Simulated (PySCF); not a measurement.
Computed IR spectrum (relative IR intensity) of a molecule C4H3F3O. Coordinates come from a PBE0-D3(BJ)/def2-SVP optimisation. The values are those of a single conformer. Level of theory: PySCF with PBE0-D3(BJ)/def2-SVP. Harmonic, unscaled wavenumbers; measured fundamentals usually lie a few per cent lower.

```
ν (cm⁻¹)  relative intensity
--------  ------------------
433                      3.3
667                      3.1
705                      4.0
738                       16
932                      8.5
1003                     7.2
1041                      10
1105                      11
1147                      78
1229                      33
1291                      21
1309                      65
1370                     100
1438                      23
1450                     5.5
1820                      86
3085                     2.9
3304                     2.4
```

Task: Which structure fits?
A. O=C[C@@]1(F)[C@H](F)[C@@H]1F
B. FC1=CC(F)(F)CO1
C. O=C1CC(F)(F)[C@H]1F
D. FC1=CCC(F)(F)O1

Result: D, FC1=CCC(F)(F)O1
